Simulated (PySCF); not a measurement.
**Dipole response of C (carbon, neutral)**

[He] 2s1 2p3, high-spin 5S determinant (an excited configuration). All numbers are calculated (PySCF 2.14, scalar relativity by spin-free X2C-1e, in aug-cc-pCVQZ-DK). Coupled (time-dependent) response in atomic units; α is the mean over directions.

```json
{"method": "BLYP", "mean α (bohr³)": "11.69", "C₆ (like pair)": "44.42", "S(−4)": "86.98"}
{"method": "BP86", "mean α (bohr³)": "11.40", "C₆ (like pair)": "43.33", "S(−4)": "79.23"}
```

S(−4) is the Cauchy moment in α(ω) = α(0) + S(−4) ω² + …

α(iu) at BP86:

| u (hartree) | α(iu) (bohr³) |
| --- | --- |
| 0 | 11.40 |
| 0.0500 | 11.21 |
| 0.100 | 10.68 |
| 0.200 | 9.110 |
| 0.300 | 7.483 |
| 0.500 | 5.033 |
| 0.750 | 3.256 |
| 1.00 | 2.252 |
| 1.50 | 1.246 |
| 2.00 | 0.7854 |
| 3.00 | 0.3934 |
| 5.00 | 0.1580 |

A single London oscillator, α(iu) = α/(1 + u²/ω²), gives C₆ = (3/4) ω α². Matching the computed C₆ needs ω = 4 × 43.33 / (3 × 11.40²) = 0.445 hartree.
